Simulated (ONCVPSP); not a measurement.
# Ranking ONCV potentials for Ge (Z = 32)

All share these settings but for the change named:

```json
{"Element": "germanium (Ge)", "Generator": "ONCVPSP 4.0.1", "Type": "optimised norm-conserving Vanderbilt (ONCV)", "Functional": "PBEsol", "Relativity": "fully relativistic", "Frozen core": "[Ne]", "Valence charge": "22", "Reference configuration": "3s2 3p6 3d10 4s1.5 4p2.5", "Partial waves": "3s+4s: rc 1.00 bohr, ncon 5, nbas 9, qcut 12.2 1/bohr, 2 projectors; 3p+4p: rc 0.95 bohr, ncon 4, nbas 7, qcut 18.4 1/bohr, 2 projectors; 3d: rc 0.65 bohr, ncon 5, nbas 9, qcut 14.6 1/bohr, 2 projectors, debl 3.5 Ha", "Local potential": "polynomial inside 0.40 bohr (lpopt 5, dvloc0 0 Ha)", "Core correction": "Teter function, fcfact 4, rcfact 1.2"}
```

Open shells are filled in proportion to 2j + 1.

Cutoff: the first of the cutoffs (Ha) at which the residual kinetic energy of the hardest occupied pseudo-wave falls to 1 and 0.1 mHa per electron; the density cutoff is not measured.

The base gives 688 Ha.

Of 8 variants that were run, those that failed, showed a ghost or another fault, or gave nearly equal values are left out.

A variant can come out equal or close to the base.

Rank these variants from softest to hardest (loose cutoff).
A. all radii but the core radius scaled by about 1.32 (s 1.32, p 1.26, d 0.86 bohr); local potential polynomial inside 0.52 bohr (lpopt 5, dvloc0 0 Ha)
B. all radii but the core radius scaled by about 1.10 (s 1.10, p 1.04, d 0.72 bohr); local potential polynomial inside 0.44 bohr (lpopt 5, dvloc0 0 Ha)
C. all radii but the core radius scaled by about 1.25 (s 1.24, p 1.18, d 0.82 bohr); local potential polynomial inside 0.50 bohr (lpopt 5, dvloc0 0 Ha)
D. all radii but the core radius scaled by about 1.04 (s 1.04, p 0.98, d 0.68 bohr); local potential polynomial inside 0.42 bohr (lpopt 5, dvloc0 0 Ha)
E. all radii but the core radius scaled by about 1.16 (s 1.16, p 1.10, d 0.76 bohr); local potential polynomial inside 0.46 bohr (lpopt 5, dvloc0 0 Ha)

A (295 Ha), C (379 Ha), E (469 Ha), B (536 Ha), D (617 Ha).
